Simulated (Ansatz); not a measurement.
Basis sets compared for closo-1-NB4 (H on N) (B4NH5). Charge 0, multiplicity 1. Geometry r2SCAN-D4/def2-SVP. Ansatz on 2 threads of Arm Neoverse V2 on a shared host; times are rough, and most runs start from earlier orbitals.

| atom | x (Å) | y (Å) | z (Å) |
| --- | --- | --- | --- |
| B1 | 0.426 | 0.804 | 0.549 |
| B2 | -0.693 | 0.198 | -0.781 |
| B3 | 0.966 | 0.075 | -0.847 |
| B4 | 0.279 | -1.001 | 0.222 |
| N5 | -0.805 | -0.063 | 0.706 |
| H6 | 0.732 | 1.684 | 1.302 |
| H7 | -1.627 | 0.404 | -1.502 |
| H8 | -1.565 | -0.122 | 1.372 |
| H9 | 1.862 | 0.145 | -1.633 |
| H10 | 0.424 | -2.124 | 0.612 |

Binding counts from free atoms (B doublet, N quartet, H doublet) in the same basis, without a counterpoise term.

```json
{"level": "HF/STO-3G", "functions": "30", "energy (Eh)": "-154.1485", "HOMO (eV)": "-8.57", "LUMO (eV)": "7.08", "binding per atom (eV)": "4.08", "wall time": "0.2 s"}
{"level": "PBE-D4/def2-SVP", "functions": "95", "energy (Eh)": "-156.8356", "HOMO (eV)": "-6.68", "LUMO (eV)": "-1.43", "binding per atom (eV)": "4.22", "wall time": "1.5 s"}
{"level": "PBE0-D4/def2-SVP", "functions": "95", "energy (Eh)": "-156.8679", "HOMO (eV)": "-7.78", "LUMO (eV)": "-0.50", "binding per atom (eV)": "4.16", "wall time": "1.4 s"}
```

Problem. Estimate the rows for HF/def2-TZVP, PBE-D4/def2-TZVP (with forces), PBE0-D4/def2-TZVP.

Solution. 
```json
{"level": "HF/def2-TZVP", "functions": "185", "energy (Eh)": "-156.1369", "HOMO (eV)": "-10.10", "LUMO (eV)": "2.53", "binding per atom (eV)": "3.01", "wall time": "1.6 s"}
{"level": "PBE-D4/def2-TZVP (with forces)", "functions": "185", "energy (Eh)": "-157.0010", "HOMO (eV)": "-6.72", "LUMO (eV)": "-1.54", "binding per atom (eV)": "4.16", "wall time": "3 s"}
{"level": "PBE0-D4/def2-TZVP", "functions": "185", "energy (Eh)": "-157.0303", "HOMO (eV)": "-7.79", "LUMO (eV)": "-0.61", "binding per atom (eV)": "4.10", "wall time": "3.1 s"}
```
